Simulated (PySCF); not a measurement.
# How methods differ on the ionisation energy of C⁺

C⁺ [He] 2s2 2p1 (2P) → C²⁺ [He] 2s2 (1S), as a difference of total energies. All numbers are calculated (PySCF 2.14, no relativity, point nucleus, in aug-cc-pVQZ). Correlated levels: valence: 1s2 frozen. The calculations carry no spin-orbit coupling.

| method | ionisation energy (eV) | error (eV) |
| --- | --- | --- |
| UHF | 24.170 | -0.208 |
| LDA | 24.770 | +0.392 |
| PBE | 24.853 | +0.475 |
| PBE0 | 24.835 | +0.457 |
| r2SCAN | 25.005 | +0.627 |
| HSE06 | 24.856 | +0.478 |
| wB97M-V | 24.403 | +0.025 |
| B2PLYP | 24.745 | +0.367 |
| wB97X | 24.664 | +0.286 |
| MP2 (valence) | 24.416 | +0.038 |
| SCS-MP2 (valence) | 24.376 | -0.002 |

Reference: 24.378 eV (measured; NIST levels, between the centres of gravity of the two terms).

Errors of the correlated levels include the incompleteness of this basis and the frozen core.
